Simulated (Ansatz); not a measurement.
The same group exchange along the group F, Cl, Br.

Program: Ansatz. Geometries: PBE0-D4/def2-TZVP. ΔE: electronic, gas phase. CBS: MP2 limit from def2 TZ/QZ plus the TZ coupled-cluster correction, frozen cores. This one scheme is used for every species. DFT in def2-TZVPP. For Br, Ge outer-core shells are correlated without core-valence functions, which leaves a few kJ/mol of doubt a bond. Scalar relativity is left out up to krypton.

```tsv
reaction	ωB97X-V (kJ/mol)	RPA@PBE/def2-TZVPP (kJ/mol)	CCSD(T)/def2-SVP (kJ/mol)	CCSD(T)/CBS(def2) (kJ/mol)
`[F][GeH2][F]` + BH₃ → `[BH2][GeH2][F]` + H–F	81	78	90	69
`[Cl][GeH2][Cl]` + BH₃ → `[BH2][GeH2][Cl]` + HCl	78	72	78	73
`[Br][GeH2][Br]` + BH₃ → `[BH2][GeH2][Br]` + HBr	82	77	78	79
```

Largest T1 diagnostic: 0.012, for `[F][GeH2][F]`.
